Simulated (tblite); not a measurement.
Species: C7H9Ga.
Atom-mapped SMILES: `[CH3:1][C:2]#[C:3][C:4]#[C:5][Ga:6]([CH3:7])[CH3:8]` (hydrogens: H9, H10, H11 on C1; H12, H13, H14 on C7; H15, H16, H17 on C8)

Computed with GFN2-xTB (tblite), gas phase: L-BFGS steps from a force-field or distance-geometry start until the largest atomic force falls under 0.01 eV/Å.

Geometry at step 4:
```
atom  x, y, z in Å
C1      4.8941   -0.6716    0.0734
C2      3.4589   -0.3945    0.2313
C3      2.3062   -0.2250    0.3186
C4      0.9650   -0.0110    0.4624
C5     -0.2496    0.1789    0.6100
Ga6    -2.2251    0.4425    0.6587
C7     -2.8761    2.1214   -0.0776
C8     -3.2616   -1.3606    0.4710
H9      5.3373   -0.0931   -0.7377
H10     5.0970   -1.7166   -0.1396
H11     5.4752   -0.4162    0.9616
H12    -2.7184    1.9477   -1.1905
H13    -3.9631    2.3301    0.1199
H14    -2.2033    2.9551    0.2687
H15    -2.3977   -1.8833    0.0985
H16    -3.6304   -1.8467    1.3411
H17    -4.0154   -1.3452   -0.2862
```

Task: Give the atomic forces at this geometry.

Result: 
```csv
atom,Fx (eV/Å),Fy (eV/Å),Fz (eV/Å)
C1,-0.200,0.313,0.088
C2,5.732,-1.002,-0.519
C3,-4.759,0.731,0.423
C4,-1.535,0.252,0.213
C5,1.386,-0.210,-0.059
Ga6,0.124,-1.460,0.034
C7,-0.217,1.127,-0.606
C8,0.944,1.152,0.158
H9,-0.288,0.122,-0.141
H10,-0.304,-0.214,-0.022
H11,-0.323,0.061,0.195
H12,-0.269,0.538,1.025
H13,0.996,0.056,-0.263
H14,-0.817,-0.394,-0.524
H15,0.296,-0.831,-0.264
H16,-0.258,-0.376,0.730
H17,-0.508,0.136,-0.470
```

The largest, 5.84 eV/Å, acts on C2; the rms over all components is 1.206 eV/Å. The forces sum to zero within rounding, as they must for an isolated molecule in no field.

Task: Give the force on C2 in Eh/bohr and in nN.

Result: 5.842 eV/Å ÷ 51.422 = 0.11361 Eh/bohr, and 5.842 eV/Å × 1.602 = 9.36 nN.

Task: How far is this geometry from the end of the optimisation?

Result: 0.555 eV above it, and 0.299 Å rms away after alignment. The bonds farthest from their final lengths, with half the difference of the two atoms' forces along the bond (positive lengthens):

```tsv
bond	now (Å)	final (Å)	force along bond (eV/Å)
Ga6–C7	1.945	2.035	+1.29
Ga6–C8	2.088	2.035	-1.34
C7–H12	1.137	1.094	-0.76
C2≡C3	1.168	1.208	+5.34
C7–H14	1.126	1.093	-0.73
C8–H16	1.063	1.094	+0.79
```

The angle farthest from its final value is Ga6–C8–H15, 93.0° against 111.6°.

Of the 6 listed bonds off by 0.010 Å or more, this force points towards the final length in 6.

What follows is the cost of the whole relaxation. On one thread of an Arm Neoverse N1, no GPU, shared host with 64 logical CPUs at a one-minute load of 51, this took 0.91 s.
